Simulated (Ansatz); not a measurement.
C$_{3}$H$_{7}$AlS, relaxed with RKS PBE0-D4/def2-TZVP in Ansatz 0.2.0 from a PBE-D4/def2-SVP geometry. The force threshold is 0.005 eV/Å; the program also tests the step.

The species carries charge 0 and has multiplicity 1. The bonds changed during the relaxation, so this is another structure than the one it started from.

Start:

```xyz
12

C    -1.528   -0.978    0.675
Al   -0.202    0.452    0.887
C     1.672    0.217   -0.671
C     0.625    0.843   -1.303
S    -0.293    2.184   -0.615
H    -1.144   -1.950    1.049
H    -2.438   -0.742    1.268
H    -1.845   -1.114   -0.379
H     0.614    0.706    2.239
H     2.197    0.682    0.182
H     2.107   -0.704   -1.090
H     0.236    0.404   -2.243
```

```json
{"step": "1", "energy (eV)": "-20648.9096", "largest force (eV/Å)": "0.640", "largest move (Å)": "0.000"}
{"step": "2", "energy (eV)": "-20648.9609", "largest force (eV/Å)": "0.185", "largest move (Å)": "0.066"}
{"step": "3", "energy (eV)": "-20648.9640", "largest force (eV/Å)": "0.232", "largest move (Å)": "0.049"}
{"step": "4", "energy (eV)": "-20648.9698", "largest force (eV/Å)": "0.036", "largest move (Å)": "0.022"}
{"step": "5", "energy (eV)": "-20648.9699", "largest force (eV/Å)": "0.038", "largest move (Å)": "0.018"}
{"step": "6", "energy (eV)": "-20648.9702", "largest force (eV/Å)": "0.054", "largest move (Å)": "0.042"}
{"step": "7", "energy (eV)": "-20648.9712", "largest force (eV/Å)": "0.020", "largest move (Å)": "0.016"}
{"step": "8", "energy (eV)": "-20648.9713", "largest force (eV/Å)": "0.014", "largest move (Å)": "0.009"}
{"step": "9", "energy (eV)": "-20648.9714", "largest force (eV/Å)": "0.008", "largest move (Å)": "0.015"}
{"step": "10", "energy (eV)": "-20648.9714", "largest force (eV/Å)": "0.004", "largest move (Å)": "0.004"}
```

End:

```xyz
12

C    -1.558   -0.966    0.664
Al   -0.239    0.453    0.866
C     1.718    0.253   -0.678
C     0.632    0.799   -1.265
S    -0.266    2.157   -0.608
H    -1.155   -1.934    0.976
H    -2.429   -0.766    1.298
H    -1.918   -1.059   -0.363
H     0.617    0.663    2.182
H     2.234    0.751    0.137
H     2.158   -0.657   -1.071
H     0.205    0.307   -2.137
```

Hardware: 4 threads of an Arm Neoverse V2 on a shared host. Wall time 32 s, peak host memory 0.6 GiB.
